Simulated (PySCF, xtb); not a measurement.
C2H7InO2, SMILES CC[O][InH][OH].

GFN2-xTB (xtb) at its own geometry gives an orbital gap of 3.24 eV and a dipole moment of 1.86 D.

Geometry optimised at r2SCAN-D4/def2-SVP. The structure was generated by enumeration; whether it is a known compound was not checked. The def2 effective core potentials stand for the cores of In; spin–orbit coupling is left out. Other conformers were not sampled.

What does PySCF with PBE/def2-TZVP give? (Estimate from the structure and the level; the computed values follow.)

gap 3.94 eV (levels -5.91 and -1.97 eV), dipole 2.00 D.
